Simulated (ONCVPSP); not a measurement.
Transferability test, ONCV potential for beryllium (Be)

ONCVPSP 4.0.1 input, shortened (lines: element, Z, core and valence counts, functional; n l f; lmax; l rc ep ncon nbas qcut; lloc lpopt rc5 dvloc0; l nproj debl; icmod fcfact rcfact), LDA (Perdew-Wang 92), scalar-relativistic:

```
  Be 4.00    1    1  -001012      upf
    1    0    2.00
    2    0    2.00
    1
    0    2.00    0.00    4    7    3.00
    1    1.60    0.02    5   10    6.00
    4    3    1.40    2.00
    0    2    1.40
    1    2    2.40
    0    0.00    0.00
```

In the p channel the program set the typed energies aside and used 0.050, 2.450 Ha.

Energies are relative to the spin-unpolarised reference configuration 2s2; without spin polarisation the order of configurations can differ from experiment. Not all tests gave a result: 1 of 4 tests not solved or not reliable.

| valence configuration | charge | ΔE all-electron (eV) | error AE − PS (meV) |
| --- | --- | --- | --- |
| 2s1 | +1 | 9.513 | +16 |
| 2s1.5 | +0.5 | 3.748 | +2.2 |
| 2s1 2p1 | 0 | 3.518 | +2.9 |
